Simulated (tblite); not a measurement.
Compound: C5H11BF2Ge.
SMILES with atom numbers: `[F:1][B:2]([F:3])[C@H:4]1[CH2:5][CH2:6][CH2:7][GeH2:8][CH2:9]1` (hydrogens: H10 on C4; H11, H12 on C5; H13, H14 on C6; H15, H16 on C7; H17, H18 on Ge8; H19, H20 on C9)

Computed with GFN2-xTB (tblite), gas phase: L-BFGS steps from a force-field or distance-geometry start until the largest atomic force falls under 0.01 eV/Å.

The end geometry, which sets the zero of energy:
```
atom  x, y, z in Å
F1      1.3978    0.7475    1.9401
B2      1.6052   -0.3623    1.2534
F3      2.0880   -1.3525    1.9745
C4      1.2705   -0.4721   -0.2884
C5      0.0333   -1.3781   -0.4785
C6     -1.1400   -1.0026    0.4286
C7     -1.8356    0.2850   -0.0032
Ge8    -0.5433    1.7780   -0.1547
C9      1.0611    0.9112   -0.9149
H10     2.1027   -0.9667   -0.8083
H11    -0.2857   -1.3316   -1.5234
H12     0.3273   -2.4070   -0.2589
H13    -0.7756   -0.9010    1.4553
H14    -1.8655   -1.8222    0.4224
H15    -2.2957    0.1277   -0.9815
H16    -2.6419    0.5190    0.6922
H17    -0.3131    2.5076    1.1326
H18    -1.0669    2.8128   -1.1243
H19     1.9557    1.5179   -0.7735
H20     0.9166    0.8001   -1.9926
```

**Question.** These geometries come from the run, each turned onto the end geometry. Order them by energy, lowest first.
A.
```
atom  x, y, z in Å
F1      1.4654    0.7976    1.9174
B2      1.6033   -0.3439    1.2621
F3      2.0419   -1.3360    2.0085
C4      1.2675   -0.4732   -0.2808
C5      0.0373   -1.3842   -0.4906
C6     -1.1434   -1.0156    0.4091
C7     -1.8327    0.2854    0.0038
Ge8    -0.5400    1.7795   -0.1461
C9      1.0557    0.9067   -0.9153
H10     2.1093   -0.9693   -0.7866
H11    -0.2723   -1.3311   -1.5382
H12     0.3267   -2.4152   -0.2734
H13    -0.7855   -0.9303    1.4396
H14    -1.8738   -1.8315    0.3867
H15    -2.3178    0.1493   -0.9651
H16    -2.6245    0.5092    0.7192
H17    -0.3189    2.5132    1.1401
H18    -1.0623    2.8114   -1.1158
H19     1.9558    1.5066   -0.7877
H20     0.9032    0.7820   -1.9899
```
B.
```
atom  x, y, z in Å
F1      2.3470    0.7809    1.6611
B2      1.8365   -0.3437    1.1974
F3      1.9120   -1.3604    2.0328
C4      1.2326   -0.4454   -0.2603
C5      0.0178   -1.3888   -0.3618
C6     -1.2204   -0.9542    0.4236
C7     -1.9112    0.2510   -0.2064
Ge8    -0.6359    1.7591   -0.1027
C9      0.9830    0.9403   -0.8751
H10     2.0169   -0.9327   -0.8624
H11    -0.2533   -1.4938   -1.4179
H12     0.3288   -2.3648    0.0168
H13    -0.9509   -0.7079    1.4567
H14    -1.9160   -1.7978    0.4484
H15    -2.1509    0.0310   -1.2483
H16    -2.8530    0.4578    0.3007
H17    -0.4462    2.1871    1.3268
H18    -1.0439    3.0114   -0.8441
H19     1.8683    1.5608   -0.7387
H20     0.8338    0.8208   -1.9499
```
C.
```
atom  x, y, z in Å
F1      2.4859    0.7698    1.5399
B2      1.8210   -0.3264    1.2083
F3      2.0323   -1.3777    1.9817
C4      1.1863   -0.4294   -0.2168
C5     -0.0163   -1.3799   -0.3637
C6     -1.2519   -0.9286    0.4186
C7     -1.9283    0.2659   -0.2381
Ge8    -0.6547    1.7483   -0.1065
C9      0.9759    0.9550   -0.8449
H10     2.0164   -0.8979   -0.7749
H11    -0.2696   -1.5149   -1.4238
H12     0.3049   -2.3500    0.0168
H13    -0.9550   -0.6519    1.4372
H14    -1.9544   -1.7594    0.5030
H15    -2.1035    0.0477   -1.2924
H16    -2.8776    0.4725    0.2547
H17    -0.4294    2.0121    1.3546
H18    -1.1059    2.9460   -0.8976
H19     1.8499    1.5736   -0.6343
H20     0.8688    0.8360   -1.9248
```
D.
```
atom  x, y, z in Å
F1      2.0932    0.8225    1.7717
B2      1.7105   -0.3163    1.2225
F3      1.7687   -1.3486    2.0422
C4      1.2466   -0.4427   -0.2836
C5      0.0456   -1.4044   -0.4078
C6     -1.1753   -0.9816    0.4128
C7     -1.8609    0.2712   -0.1303
Ge8    -0.5856    1.7729   -0.0812
C9      0.9855    0.9293   -0.9184
H10     2.0720   -0.9108   -0.8410
H11    -0.2410   -1.5159   -1.4593
H12     0.3717   -2.3842   -0.0487
H13    -0.8658   -0.8155    1.4511
H14    -1.8934   -1.8075    0.4172
H15    -2.1563    0.1002   -1.1672
H16    -2.7716    0.4702    0.4330
H17    -0.3704    2.2594    1.3188
H18    -1.0154    2.9606   -0.9040
H19     1.8846    1.5427   -0.8486
H20     0.7521    0.8091   -1.9822
```
E.
```
atom  x, y, z in Å
F1      1.9066    0.8733    1.7935
B2      1.6573   -0.3008    1.2413
F3      1.7841   -1.3171    2.0708
C4      1.2549   -0.4538   -0.2823
C5      0.0469   -1.3986   -0.4363
C6     -1.1637   -0.9946    0.4063
C7     -1.8502    0.2728   -0.0969
Ge8    -0.5569    1.7652   -0.0903
C9      1.0039    0.9108   -0.9385
H10     2.0963   -0.9330   -0.8085
H11    -0.2396   -1.4417   -1.4898
H12     0.3619   -2.3986   -0.1319
H13    -0.8401   -0.8482    1.4418
H14    -1.8786   -1.8225    0.4022
H15    -2.2014    0.1179   -1.1200
H16    -2.7331    0.4758    0.5084
H17    -0.2702    2.2828    1.2863
H18    -1.0762    2.9325   -0.8906
H19     1.9026    1.5219   -0.8679
H20     0.7904    0.7666   -2.0008
```

**Answer.** A (0.004 eV), E (0.022 eV), D (0.043 eV), B (0.082 eV), C (0.205 eV).

In the order of the answer:

| step | E above end (eV) | largest force (eV/Å) | rms force component (eV/Å) | rms distance from end (Å) | rms bond change (Å) | bond most changed (Å) |
| --- | --- | --- | --- | --- | --- | --- |
| 71 | 0.004 | 0.09 | 0.025 | 0.031 | 0.001 | B2–C4 +0.003 |
| 42 | 0.022 | 0.05 | 0.019 | 0.189 | 0.002 | C7–Ge8 -0.006 |
| 30 | 0.043 | 0.13 | 0.038 | 0.239 | 0.003 | C7–Ge8 -0.010 |
| 19 | 0.082 | 0.19 | 0.050 | 0.313 | 0.002 | Ge8–H17 +0.007 |
| 4 | 0.205 | 0.48 | 0.137 | 0.361 | 0.008 | C7–Ge8 -0.022 |

What follows is the cost of the whole relaxation. On one thread, Arm Neoverse V2 (aarch64), no GPU (shared host), this took 0.72 s wall.
